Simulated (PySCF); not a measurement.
A calculated (PBE0, PySCF 2.14, 6-31G*, no relativity, point nucleus) atom or ion has these occupied shells.

```
shell  electrons  orbital energy (eV)  rms radius, mean of both spins (bohr)
 1s α          1              -219.02                                  0.380
 1s β          1              -218.10                                  0.380
 2s α          1              -34.041                                   1.78
```

Name the element and its charge.

B²⁺ (boron, charge +2), in [He] 2s1, 2S determinant.
